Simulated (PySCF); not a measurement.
In(H)2(OAc) (C2H5InO2), SMILES [O]([InH2])C(=O)C.

Coordinates come from a B3LYP-D3(BJ)/def2-SVP optimisation. The def2 effective core potentials stand for the cores of In; spin–orbit coupling is left out.

Two levels are set side by side: TDDFT-PBE/def2-SVPD (PySCF) and TDDFT-PBE0/def2-SVPD (PySCF). Vertical, same geometry. The lowest singlet is HOMO→LUMO 98 % with PBE and HOMO−1→LUMO 96 % with the other functional; states are paired by order. Differences are taken from unrounded values.

```json
[
 {"quantity": "lowest singlet excitation (eV)", "TDDFT-PBE0": "6.29", "TDDFT-PBE": "5.27", "TDDFT-PBE minus TDDFT-PBE0": "-1.03"},
 {"quantity": "lowest triplet excitation (TDA) (eV)", "TDDFT-PBE0": "5.82", "TDDFT-PBE": "5.04", "TDDFT-PBE minus TDDFT-PBE0": "-0.79"}
]
```

A lower first singlet is the usual sign of a functional without exact exchange. Differences between two approximate levels are no errors against the true value.

Rough cost on one machine, each run with all the roots and properties that it gave: TDDFT-PBE0 against TDDFT-PBE about 4 times.
